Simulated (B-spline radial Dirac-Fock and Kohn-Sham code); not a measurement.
**Two-hole binding energies of Ho³¹⁺**

System: the Ho³¹⁺ ion, [Ar] 3d10 4s2 4p6.

The computed values come from a radial finite-basis atomic code: ΔSCF Dirac-Fock with Breit, self-energy and vacuum polarisation, finite nucleus, configuration average. U is the two-hole binding energy less the two single-hole energies, the effective repulsion of the holes after relaxation. Each two-hole energy is an average over J within one jj subconfiguration.

| holes | E(a) (eV) | E(b) (eV) | E(ab) (eV) | U (eV) |
| --- | --- | --- | --- | --- |
| 1s⁻² | 56821.4 | 56821.4 | 114888.4 | 1245.6 |
| 1s⁻¹ 2p1/2⁻¹ | 56821.4 | 10125.8 | 67343.7 | 396.5 |
| 1s⁻¹ 3p1/2⁻¹ | 56821.4 | 3090.6 | 60059.5 | 147.6 |
| 2s⁻¹ 2p1/2⁻¹ | 10607.0 | 10125.8 | 20961.0 | 228.2 |
| 2p1/2⁻² | 10125.8 | 10125.8 | 20543.6 | 292.0 |
| 2p1/2⁻¹ 2p3/2⁻¹ | 10125.8 | 9277.9 | 19662.6 | 258.8 |
| 2s⁻¹ 3p3/2⁻¹ | 10607.0 | 2905.8 | 13631.1 | 118.3 |
| 2s⁻¹ 3d5/2⁻¹ | 10607.0 | 2518.1 | 13251.8 | 126.7 |
| 2p1/2⁻¹ 3d5/2⁻¹ | 10125.8 | 2518.1 | 12773.5 | 129.6 |
| 2p3/2⁻¹ 3p1/2⁻¹ | 9277.9 | 3090.6 | 12494.9 | 126.4 |
| 2p3/2⁻¹ 3d5/2⁻¹ | 9277.9 | 2518.1 | 11922.1 | 126.0 |
| 3p1/2⁻² | 3090.6 | 3090.6 | 6283.1 | 101.9 |
| 3p1/2⁻¹ 3p3/2⁻¹ | 3090.6 | 2905.8 | 6090.0 | 93.6 |
| 3p3/2⁻² | 2905.8 | 2905.8 | ? | ? |

Task: Give the missing two-hole energy and U.

Result: E(ab) = 5904.7 eV and U = 93.2 eV.
